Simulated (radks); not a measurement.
All-electron atom: neutral gold in [Xe] 4f14 5d10 6s1. All-electron calculation, non-relativistic Kohn-Sham, exchange-only r2SCAN, spin-unpolarised, spherical densities, point nucleus; meta-GGA in the generalised Kohn-Sham scheme; relativity is left out, which matters for an element this heavy. Program: a radial shooting solver on a logarithmic mesh with Libxc functionals. Some entries of the table are withheld. Estimate them.

orbital,occ.,eigenvalue (eV),<1/r> (bohr^-1),<r^2> (bohr^2)
1s,2,-73157.72,78.44,(1)
2s,2,-12234.92,18.47,(2)
2p,6,-11756.57,18.50,0.005636
3s,2,-2871.894,7.169,0.04721
3p,6,-2646.722,7.114,0.04350
3d,10,-2227.399,7.037,0.03357
4s,2,-612.0556,3.133,0.2258
4p,6,-513.9231,3.041,0.2320
4d,10,-334.0205,2.855,0.2449
4f,14,-94.1231,2.507,0.2859
5s,2,-86.1692,1.281,1.197
5p,6,-55.1384,(3),1.430
5d,10,-7.3968,0.8456,2.988
6s,1,-3.2380,0.3606,14.44

Answer. 
(1) 1s <r^2> (bohr^2): 0.0004909
(2) 2s <r^2> (bohr^2): 0.007636
(3) 5p <1/r> (bohr^-1): 1.168
